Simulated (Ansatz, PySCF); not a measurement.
Molecule: sum formula BNH$_{2}$F$_{2}$, net charge 0, singlet state. 
Structure (B3LYP-D3(BJ)/def2-TZVP (Ansatz, a quantum-chemistry and plane-wave program) minimum search):
```
B
F 1 1.3346
F 1 1.3346 2 117.54
N 1 1.3941 2 121.23 3 -180.00
H 4 1.0045 1 122.46 2 0.00
H 4 1.0045 5 115.08 1 180.00
```
Charge 0, spin multiplicity 1.

Wanted: atomisation energy (electronic, to ground-state atoms), in kcal/mol. Valence correlation only, unless marked. Open shells are spin-unrestricted. Spin-orbit coupling is left out. No relativistic terms. The coupled-cluster limit lacks core correlation, which all-electron functionals hold. Basis-set limits of correlation are two-point, X^-3; Hartree-Fock from the larger set. The bracket is a focal-point correction in the basis named.

```csv
level,program,atomisation energy (kcal/mol),minus last row,rough core time
HF/aug-cc-pVTZ,Ansatz,456.8,-163.2,-
HF-D3(BJ)/def2-TZVPD,PySCF + dftd3,469.9,-150.1,-
B3LYP/def2-TZVPD,Ansatz,617.9,-2.1,under 20 s
PBE0/STO-3G,Ansatz,653.8,33.8,under 20 s
PBE0-D3(BJ)/def2-TZVPD,Ansatz + dftd3,618.8,-1.2,under 20 s
PBE0/def2-TZVP,Ansatz,617.7,-2.3,under 20 s
r2SCANh/def2-TZVPD,Ansatz,614.6,-5.4,under 20 s
r2SCAN0-D4/def2-TZVPD,Ansatz + dftd4,606.6,-13.4,under 20 s
HSE06-D3(BJ)/def2-TZVPD,Ansatz + dftd3,619.1,-0.9,under 20 s
HSE06-D4/def2-TZVPD,Ansatz + dftd4,619.4,-0.6,under 20 s
CAM-B3LYP-D4/def2-TZVPD,Ansatz + dftd4,626.5,6.5,under 20 s
LC-wPBE-D3(BJ)/def2-TZVPD,Ansatz + dftd3,623.1,3.1,under 20 s
LC-wPBE/def2-TZVPD,Ansatz,621.8,1.8,under 20 s
wB97M-V/def2-TZVPD,Ansatz,622.2,2.2,under 20 s
B2PLYP-D4/def2-TZVPD,Ansatz + dftd4,617.1,-2.9,under 20 s
SCS-MP2/cc-pVTZ,Ansatz,615.6,-4.4,-
CCSD/6-31G*,Ansatz,565.4,-54.6,-
CCSD(T)/STO-3G,Ansatz,529.4,-90.6,under 20 s
"RI-MP2/CBS(cc-pVTZ,cc-pVQZ)+[CCSD(T)-MP2]/cc-pVDZ",Ansatz,620.5,0.5,under 20 s
"RI-MP2/CBS(cc-pVTZ,cc-pVQZ)+[CCSD(T)-MP2]/cc-pVTZ",Ansatz,619.7,-0.3,28 s
"RI-MP2/CBS(aug-cc-pVTZ,aug-cc-pVQZ)+[CCSD(T)-MP2]/aug-cc-pVTZ",Ansatz,620.0,0.0,-
```

Core times are rough, on shared machines, summed over the molecules involved; a dash marks a level read off another run, or run on other hardware, by another program or under a memory cap.
